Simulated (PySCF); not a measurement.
CH6ClGeN, SMILES [Cl][Ge@H]([CH3])[NH2].

Geometry optimised at ωB97X-D3(BJ)/def2-SVP. The structure was generated by enumeration; whether it is a known compound was not checked. The values are those of a single conformer.

All values below come from ωB97X-D3(BJ)/def2-SVP in PySCF.

Frequencies are harmonic and unscaled.

Computed harmonic wavenumbers and intensities:
```
mode  ν (cm⁻¹)  IR (km/mol)  Raman (Å⁴/amu)  depolarisation  moving atoms (share of kinetic energy)
----  --------  -----------  --------------  --------------  --------------------------------------
1          110          0.1             0.0               –                                  H 98 %
2          161          7.3             2.7            0.75        C 33 %, H 27 %, Cl 24 %, Ge 12 %
3          183          3.0             2.1            0.74         H 43 %, N 27 %, C 14 %, Ge 10 %
4          202          8.3             2.2            0.66        N 27 %, Ge 26 %, H 24 %, Cl 16 %
5          252         34.9             1.1            0.71                          H 76 %, N 15 %
6          412         60.3             6.3            0.22                        Cl 68 %, Ge 30 %
7          551        218.3             2.5            0.08                          H 69 %, N 30 %
8          637         34.0            11.6            0.10                 C 55 %, H 27 %, Ge 16 %
9          638         27.4            10.1            0.57                           H 89 %, C 9 %
10         726         50.5             8.3            0.32                 N 44 %, H 40 %, Ge 14 %
11         755         16.1             9.2            0.73                          H 73 %, N 18 %
12         830         88.9             4.2            0.64                          H 81 %, C 16 %
13         856         55.7             5.8            0.75                          H 82 %, C 16 %
14         914         40.8             3.9            0.73                          H 84 %, N 13 %
15        1283         14.2             1.9            0.04                          H 79 %, C 21 %
16        1441          5.1            10.8            0.75                                  H 96 %
17        1444          4.0            10.7            0.75                                  H 96 %
18        1566         28.8             4.8            0.74                           H 91 %, N 9 %
19        2217        122.3           156.2            0.20                                  H 99 %
20        3081          2.1           120.7            0.00                                  H 97 %
21        3191          1.6            74.0            0.74                          H 90 %, C 10 %
22        3198          1.3            74.6            0.75                          H 90 %, C 10 %
23        3588         20.9           113.4            0.11                                  H 96 %
24        3681         25.5            69.8            0.74                           H 91 %, N 9 %
```
